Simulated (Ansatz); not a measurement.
Worked example: a bond strength in Br2 (bromine)

The species is Br2 (2 atoms), meant as a singlet with charge 0. SMILES: `BrBr`. The shape was relaxed beforehand at PBE0/def2-SVP.

```xyz
2

Br    0.9803   -0.3278    0.5023
Br   -0.9803    0.3278   -0.5023
```

Wanted: the dissociation energy of the Br2–Br1 bond into doublet Br and doublet Br (shapes relaxed at PBE0/def2-SVP, no zero-point term). 1 Eh = 2625.50 kJ/mol = 27.2114 eV. Totals in Eh; open shells run unrestricted unless said.

| level | program | Br2 | doublet Br | doublet Br  |
| --- | --- | --- | --- | --- |
| r2SCAN/def2-TZVPP | Ansatz | -5148.269605 | -2574.092585 | -2574.092585 |
| B3LYP/def2-TZVPP | Ansatz | -5148.359324 | -2574.140958 | -2574.140958 |
| B2PLYP/def2-TZVPP, 18 core orbitals frozen in the whole | Ansatz | -5147.534983 | -2573.728843 | -2573.728843 |

Problem. Work out the dissociation energy at each level.

Solution. 
1. r2SCAN/def2-TZVPP: (-2574.092585) + (-2574.092585) − (-5148.269605) = 0.084435 Eh = 221.7 kJ/mol = 2.30 eV.
2. B3LYP/def2-TZVPP: (-2574.140958) + (-2574.140958) − (-5148.359324) = 0.077408 Eh = 203.2 kJ/mol = 2.11 eV.
3. B2PLYP/def2-TZVPP: (-2573.728843) + (-2573.728843) − (-5147.534983) = 0.077297 Eh = 202.9 kJ/mol = 2.10 eV.

The levels span 203 to 222 kJ/mol; no measured value is set beside them. Relativity is left out. A bond enthalpy at 298 K also holds the loss of zero-point energy and thermal terms.
